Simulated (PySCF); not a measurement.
C6H5, SMILES [c]1ccccc1, multiplicity 2.

Coordinates come from a PBE0-D3(BJ)/def2-SVP optimisation. The isomer is the one that the SMILES or the coordinates give; other isomers of the formula were not compared.

Calculation: TDA-PBE/def2-SVPD run with PySCF 2.14.0.

Vertical excitations. Gas-phase values at a fixed geometry.

Computed excitation energies, oscillator strengths and character:
| state | energy (eV) | λ (nm) | f | main pairs |
|---|---|---|---|---|
| root 1 | 2.91 | 426 | 0.001 | β HOMO→LUMO 97 % |
| root 2 | 3.29 | 377 | 0.000 | β HOMO−1→LUMO 100 % |
| root 3 | 4.14 | 299 | 0.000 | α HOMO→LUMO 100 % |
| root 4 | 4.28 | 290 | 0.000 | α HOMO−2→LUMO 35 %, α HOMO−1→LUMO+1 15 %, β HOMO−1→LUMO+1 35 %, β HOMO→LUMO+2 14 % |
| root 5 | 4.39 | 282 | 0.004 | α HOMO→LUMO+1 96 % |
| root 6 | 4.63 | 268 | 0.000 | α HOMO−1→LUMO 34 %, α HOMO−2→LUMO+1 8 %, β HOMO→LUMO+1 55 % |
| root 7 | 4.78 | 259 | 0.000 | α HOMO−1→LUMO+1 36 %, α HOMO−2→LUMO 15 %, β HOMO→LUMO+2 34 %, β HOMO−1→LUMO+1 15 % |
| root 8 | 5.14 | 241 | 0.000 | α HOMO−2→LUMO+1 60 %, α HOMO−1→LUMO 13 %, β HOMO−1→LUMO+2 25 % |
| root 9 | 5.27 | 235 | 0.001 | β HOMO−2→LUMO 99 % |
| root 10 | 5.39 | 230 | 0.004 | α HOMO−1→LUMO 30 %, α HOMO−2→LUMO+1 6 %, β HOMO−1→LUMO+2 41 %, β HOMO→LUMO+1 23 % |
Unrestricted roots are not spin-pure.
